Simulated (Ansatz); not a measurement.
Consider the formal exchange of groups at the Si–F bond: `F[SiH](Cl)[NH][GeH3]` + `C#COCC` → `Cl[SiH2][NH][GeH3]` + `C#COC(C)F`.

Gas-phase electronic energies from Ansatz, PBE0-D4/def2-TZVP geometries. CCSD(T)/CBS adds triple-zeta CCSD(T) − MP2 to the extrapolated MP2 energy (def2 sets, frozen cores). DFT in def2-TZVPP. For Ge outer-core shells are correlated without core-valence functions, which leaves a few kJ/mol of doubt a bond. Scalar relativity is left out up to krypton. Each species was taken in one conformer, which may not be the lowest.

**Question.** Is it downhill or uphill in electronic energy at CCSD(T)/CBS, and by how much? (Estimate.)

**Answer.** Ansatz gave: Uphill: ΔE = +49.8 kcal/mol.

**Question.** What do these levels give: PBE-D4, r2SCAN, SCS-MP2/def2-TZVPP, CCSD(T)/def2-TZVPP, HF/def2-QZVPP, MP2/CBS(def2)? (Estimate.)

**Answer.** The calculation gave: PBE-D4 45.7, r2SCAN 47.9, SCS-MP2/def2-TZVPP 49.9, CCSD(T)/def2-TZVPP 48.7, HF/def2-QZVPP 49.4, MP2/CBS(def2) 51.9 kcal/mol.

Largest T1 diagnostic among the species: 0.012.

From PBE to PBE0 (25 % exact exchange), in def2-TZVPP and without D4, ΔE moves by +1.2 kcal/mol.
